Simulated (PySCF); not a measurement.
B(F)(Br)(NH2) (BBrFH2N), SMILES NB(Br)F. Atoms are numbered in the order given.

```xyz
6

B     -0.0671    -0.9452     0.0000
F     -1.2657    -1.5154     0.0000
Br     0.0294     0.9828     0.0000
N      1.0895    -1.7136     0.0000
H      2.0159    -1.3124     0.0000
H      1.0554    -2.7251     0.0000
```

The structure is a stationary point at PBE0-D3(BJ)/def2-SVP. Other conformers were not sampled.

Calculation: KT2/pcSseg-1 run with PySCF.

GIAO shieldings, no solvent; atoms alike by connectivity are averaged. δ = σ(ref) − σ: ¹¹B against BF3 (σ = 89.8 ppm); ¹⁹F against CFCl3 (σ = 127.1 ppm); ¹⁵N against NH3 (σ = 266.2 ppm); ¹H against TMS (σ = 31.47 ppm), references at their B3LYP-D3(BJ)/def2-TZVP geometries, non-relativistic (without spin–orbit terms, shifts of atoms bonded to Cl or Br come out too high).

```json
[
 {"nucleus": "¹¹B", "atoms": "B1", "count": "1", "δ (ppm)": "15.7"},
 {"nucleus": "¹⁹F", "atoms": "F2", "count": "1", "δ (ppm)": "-124.2"},
 {"nucleus": "¹⁵N", "atoms": "N4", "count": "1", "δ (ppm)": "85.0"},
 {"nucleus": "¹H", "atoms": "H5, H6", "count": "2", "δ (ppm)": "3.32"}
]
```
